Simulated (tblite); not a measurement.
Species: C6H11O2 (doublet state).
Atom-mapped SMILES: `[CH2:1][CH2:2][C@@H:3]1[CH2:4][O:5][C@H:6]1[CH2:7][OH:8]` (hydrogens: H9, H10 on C1; H11, H12 on C2; H13 on C3; H14, H15 on C4; H16 on C6; H17, H18 on C7; H19 on O8)

Cartesian coordinates in Å at the GFN2-xTB level; atoms count from 1:
```xyz
19
C6H11O2 angstrom
C     -1.7526    0.7406   -1.6746
C     -1.6388    0.8183   -0.2096
C     -0.6390   -0.2077    0.3373
C     -0.3195   -0.1370    1.8359
O      1.0595    0.1210    1.5719
C      0.8493    0.1188    0.1488
C      1.7093   -0.9270   -0.5531
O      3.0700   -0.5904   -0.4997
H     -1.5994    1.5997   -2.2948
H     -1.9575   -0.2022   -2.1436
H     -2.6067    0.5924    0.2637
H     -1.3433    1.8212    0.1033
H     -0.9023   -1.2078   -0.0099
H     -0.4596   -1.0604    2.4044
H     -0.7869    0.6959    2.3699
H      1.0560    1.1088   -0.2748
H      1.4381   -0.9802   -1.6103
H      1.5340   -1.9084   -0.0864
H      3.2795   -0.3862    0.4203
```

All values are computed: GFN2-xTB (tblite) harmonic vibrations without scaling, gas phase. This tight-binding method is rough: wavenumbers can miss measured ones by several per cent, in bad cases by 10 to 20. One conformer, not necessarily the lowest. Open shells enter through the occupations alone, without spin polarisation, and single modes of such species can be off by tens of per cent. The optimisation stopped once no atom felt more than 0.01 eV/Å.

Lowest wavenumbers of the output (negative numbers stand for imaginary wavenumbers):
```
mode    cm-1
  1     -33.5
  2      53.6
  3      74.7
  4      97.5
  5     176.9
  6     203.2
  7     315.6
  8     363.9
```

Is this structure a minimum?

Not by this Hessian. 1 mode is imaginary beyond 20i (34i cm⁻¹), so at this level the point lies at or near a first-order saddle. The curvature is small, so loose convergence or finite differences may be the whole cause.

Which atoms move in the imaginary mode?

34i: H9 (hydrogen on carbon) 67 %, H10 (hydrogen on carbon) 31 %. These are shares of the mass-weighted motion.

What is the remedy?

Step along that mode in both directions, optimise again with tighter thresholds and repeat the frequencies. The zero-point energy of this point (98.5 kcal/mol) counts the 50 real modes alone, and thermal corrections from it aren't those of a minimum.
